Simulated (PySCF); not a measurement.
## Correlation energy of N (nitrogen, neutral)

[He] 2s2 2p3, high-spin 4S determinant. Computed with PySCF 2.14 in x2c-QZVPPall (7s4p3d2f1g, 57 functions), with scalar relativity by spin-free X2C-1e. Frozen: nothing; 7 electrons correlated.

```csv
level,correlation energy (mhartree)
CCSD,-141.25
(T),-2.96
CCSD(T),-144.21
```

Diagnostics: T1 = 0.0055, D1 = 0.0150, largest double amplitude 0.033.

Problem. Is a single reference adequate?

Solution. Yes: T1 lies below 0.03 and no double amplitude reaches 0.07.

This basis was not built for core-valence correlation, so the inner-shell part is incomplete.
